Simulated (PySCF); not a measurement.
A calculated (UHF, PySCF 2.14, aug-cc-pwCVTZ, no relativity, point nucleus) atom or ion has these occupied shells.

```tsv
shell	electrons	orbital energy (eV)	rms radius, mean of both spins (bohr)
1s α	1	-2494.8	0.113
1s β	1	-2494.5	0.113
2s α	1	-236.19	0.518
2s β	1	-235.95	0.518
2p α	3	-173.15	0.492
2p β	3	-172.71	0.492
3s α	1	-17.263	1.93
3s β	1	-14.420	1.93
3p α	3	-3.502	2.60
3p β	2	-2.326	2.60
```

(1) Name the element and its charge.

Results:

(1) S⁻ (sulfur, charge -1), in [Ne] 3s2 3p5, 2P determinant.
